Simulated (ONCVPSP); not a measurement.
Ranking ONCV potentials for K (Z = 19)

All share these settings but for the change named:

```
Element                 : potassium (K)
Generator               : ONCVPSP 4.0.1
Type                    : optimised norm-conserving Vanderbilt (ONCV)
Functional              : PBE
Relativity              : scalar-relativistic
Frozen core             : [Ne]
Valence charge          : 9
Reference configuration : 3s2 3p6 4p1
Partial waves           : 3s: rc 1.70 bohr, ncon 4, nbas 7, qcut 7 1/bohr, 2 projectors, debl 2.7 Ha; 3p+4p: rc 2.00 bohr, ncon 4, nbas 7, qcut 5.7 1/bohr, 2 projectors; d scattering state at 0.04 Ha: rc 1.70 bohr, ncon 4, nbas 8, qcut 4.8 1/bohr, local
Local potential         : the d channel
Core correction         : Teter function, fcfact 2.5, rcfact 1.1
```

Cutoff: the first of the cutoffs (Ha) at which the residual kinetic energy of the hardest occupied pseudo-wave falls to 1 and 0.1 mHa per electron; the density cutoff is not measured.

The base gives 17 Ha.

Of 10 variants that were run, those that failed, showed a ghost or another fault, or gave nearly equal values are left out.

A variant can come out equal or close to the base.

Question: Rank these variants from softest to hardest (loose cutoff).
A. s: qcut 5.8; p: qcut 4.7; d: qcut 3.9
B. s: qcut 4.6; p: qcut 3.7; d: qcut 3.1
C. s: qcut 5.1; p: qcut 4.1; d: qcut 3.5

Answer: A (14 Ha), C (17 Ha), B (29 Ha).
